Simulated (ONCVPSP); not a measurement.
What one change does to a pseudopotential (Pr (Z = 59), ONCV)

```json
{
 "Element": "praseodymium",
 "Generator": "ONCVPSP 4.0.1",
 "Type": "optimised norm-conserving Vanderbilt (ONCV)",
 "Functional": "PBEsol",
 "Relativity": "fully relativistic",
 "Frozen core": "[Kr] 4d10 4f2",
 "Valence charge": "11",
 "Reference configuration": "5s2 5p6 5d1 6s1 (charge +1)",
 "Partial waves": "5s+6s: rc 1.90 bohr, ncon 3, nbas 8, qcut 6.1 1/bohr, 2 projectors; 5p: rc 2.25 bohr, ncon 5, nbas 9, qcut 6.8 1/bohr, 2 projectors, debl 2.8 Ha; 5d: rc 3.25 bohr, ncon 4, nbas 8, qcut 4.6 1/bohr, 2 projectors, debl 3.1 Ha",
 "Local potential": "polynomial inside 1.85 bohr (lpopt 3, dvloc0 6 Ha)",
 "Core correction": "Teter function, fcfact 2.25, rcfact 1.3"
}
```

Open shells are filled in proportion to 2j + 1.

Change: s: qcut 5.

Cutoffs: the cutoffs (Ha) at which the residual kinetic energy of the hardest occupied pseudo-wave falls to 1 and 0.1 mHa per electron; they do not see the model core or the augmentation charge, which bear on the density cutoff. Errors are all-electron minus pseudo energies relative to the spin-unpolarised reference configuration.

Q: What does the change do?

A: The potential gets neither clearly harder nor softer (15 Ha and 18 Ha → 15 Ha and 18 Ha); the bound ghost in s disappears; of the 3 tests that both files solve, the error grows in 0 and shrinks in 1 by more than 15 % and 0.3 meV (median size 3.5 → 2.9 meV).

| quantity | base | changed |
| --- | --- | --- |
| cutoff, loose | 15 Ha | 15 Ha |
| cutoff, tight | 18 Ha | 18 Ha |
| loose cutoff by channel | s 13 Ha, p 15 Ha, d 6.5 Ha | s 10 Ha, p 15 Ha, d 6.5 Ha |
| bound ghosts | s | none |
| GHOST(+) flags under 300 eV | p3/2 at 42.1 eV | p3/2 at 42.1 eV |
| tests counted as reliable (solved cleanly; for ONCVPSP, near-neutral configurations with less than one 5d electron left out) | 3 of 4 | 3 of 4 |
| error for 5s2 5p6 5d1 6s2, meV [ΔE -6.20 eV] | +0.2 | +0.2 |
| error for 5s2 5p6 5d1 6s0, meV [ΔE 11.21 eV] | +3.5 | +2.9 |
| error for 5s2 5p6 5d0 6s0, meV [ΔE 30.52 eV] | -20 | -20 |
| s: phases at 1.93 bohr within 0.05 rad from the reference energy up to (Ha; the scan ends near 5) | to the end of the scan | to the end of the scan |
| p3/2: phases at 2.28 bohr within 0.05 rad from the reference energy up to (Ha; the scan ends near 5) | 1.5 | 1.5 |
| p1/2: phases at 2.28 bohr within 0.05 rad from the reference energy up to (Ha; the scan ends near 5) | to the end of the scan | to the end of the scan |
| d5/2: phases at 3.30 bohr within 0.05 rad from the reference energy up to (Ha; the scan ends near 5) | to the end of the scan | to the end of the scan |
| d3/2: phases at 3.30 bohr within 0.05 rad from the reference energy up to (Ha; the scan ends near 5) | to the end of the scan | to the end of the scan |
| rms error of d²Exc/dni dnj with the model core, mHa | 4.90 | 4.70 |

 A true bound ghost makes a file unfit for plane-wave use even where its test errors are small: the radial tests pick states by their node count and pass the ghost by.
